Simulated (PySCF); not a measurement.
C₄H₆BF, SMILES FB1C=CCC1.

The structure is a stationary point at TPSSh-D3(BJ)/def2-SVP. This is a generated structure with no PubChem entry under its InChIKey; it may be hypothetical. Other conformers were not sampled.

The numbers are results of TPSSh-D3(BJ)/def2-SVP run with PySCF 2.14.0, not measurements.

No scaling factor is applied to the harmonic values.

Computed normal modes with their intensities:
| mode | ν (cm⁻¹) | IR (km/mol) | Raman (Å⁴/amu) | depolarisation | moving atoms (share of kinetic energy) |
|---|---|---|---|---|---|
| 1 | 94 | 0.1 | 0.8 | 0.75 | H 49 %, C 36 %, F 14 % |
| 2 | 244 | 0.1 | 3.3 | 0.75 | C 42 %, H 35 %, B 14 %, F 9 % |
| 3 | 362 | 2.8 | 0.4 | 0.69 | F 41 %, C 35 %, H 14 %, B 10 % |
| 4 | 438 | 0.2 | 1.5 | 0.75 | H 54 %, B 23 %, C 20 % |
| 5 | 524 | 1.5 | 4.0 | 0.22 | F 47 %, C 37 %, B 11 % |
| 6 | 719 | 39.7 | 4.5 | 0.75 | H 80 %, C 15 % |
| 7 | 729 | 1.5 | 1.6 | 0.52 | C 84 %, H 9 % |
| 8 | 773 | 3.3 | 3.6 | 0.75 | H 54 %, B 25 %, C 20 % |
| 9 | 783 | 2.2 | 5.0 | 0.09 | C 69 %, H 24 % |
| 10 | 906 | 7.5 | 6.6 | 0.16 | C 68 %, H 32 % |
| 11 | 931 | 26.1 | 2.0 | 0.75 | H 57 %, C 30 %, B 12 % |
| 12 | 1001 | 2.6 | 4.6 | 0.75 | C 52 %, H 46 % |
| 13 | 1027 | 0.0 | 1.2 | 0.75 | H 79 %, C 20 % |
| 14 | 1091 | 5.9 | 16.5 | 0.65 | H 92 % |
| 15 | 1119 | 0.0 | 0.4 | 0.75 | H 76 %, C 22 % |
| 16 | 1119 | 42.6 | 1.9 | 0.44 | H 47 %, B 39 %, C 12 % |
| 17 | 1213 | 52.6 | 5.5 | 0.28 | C 45 %, H 33 %, B 20 % |
| 18 | 1214 | 3.0 | 8.0 | 0.75 | H 88 %, C 11 % |
| 19 | 1322 | 24.3 | 2.9 | 0.75 | H 45 %, C 45 % |
| 20 | 1336 | 54.5 | 3.6 | 0.12 | H 39 %, C 29 %, B 26 % |
| 21 | 1412 | 21.9 | 18.4 | 0.75 | H 90 %, C 9 % |
| 22 | 1433 | 301.7 | 4.7 | 0.73 | B 45 %, H 24 %, C 22 %, F 9 % |
| 23 | 1454 | 35.7 | 29.0 | 0.47 | H 89 %, C 9 % |
| 24 | 1617 | 62.8 | 25.8 | 0.06 | C 90 %, H 9 % |
| 25 | 3020 | 25.5 | 144.3 | 0.22 | H 95 % |
| 26 | 3045 | 9.3 | 172.7 | 0.06 | H 94 % |
| 27 | 3054 | 9.8 | 107.9 | 0.75 | H 91 %, C 9 % |
| 28 | 3085 | 10.9 | 96.4 | 0.75 | H 91 %, C 9 % |
| 29 | 3142 | 23.4 | 126.0 | 0.38 | H 92 %, C 8 % |
| 30 | 3197 | 10.5 | 161.1 | 0.24 | H 91 %, C 9 % |
